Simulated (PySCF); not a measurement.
## Polarisability and C₆ of As⁺ (arsenic, charge +1)

[Ar] 3d10 4s2 4p2, high-spin 3P determinant. Calculation: PySCF 2.14, in x2c-QZVPPall with one added diffuse shell each of s, p, d, f type (12s9p6d5f1g, 113 functions); scalar relativity by spin-free X2C-1e. Coupled (time-dependent) response in atomic units; α is the mean over directions.

```tsv
method	mean α (bohr³)	α xx, yy, zz	C₆ (like pair)	S(−4)
UHF	16.88	15.88, 17.38, 17.38	104.1	82.29
PBE	16.82	15.34, 17.56, 17.56	102.7	85.64
PBE0	16.64	15.36, 17.28, 17.28	101.6	81.56
r2SCANh	16.49	15.21, 17.13, 17.13	103.7	74.41
```

S(−4) is the Cauchy moment in α(ω) = α(0) + S(−4) ω² + …

Spin-orbit coupling is absent.

α(iu) at UHF:

```tsv
u (hartree)	α(iu) (bohr³)
0	16.88
0.0500	16.68
0.100	16.10
0.200	14.19
0.300	11.91
0.500	8.032
0.750	5.080
1.00	3.466
1.50	1.950
2.00	1.294
3.00	0.7388
5.00	0.3718
```

For an ion, C₆ is the dispersion term alone; charge-induced terms of lower order in 1/R come first.

The components differ because the open shell of this determinant is not spherical; for a pure term their mean is the scalar polarisability.
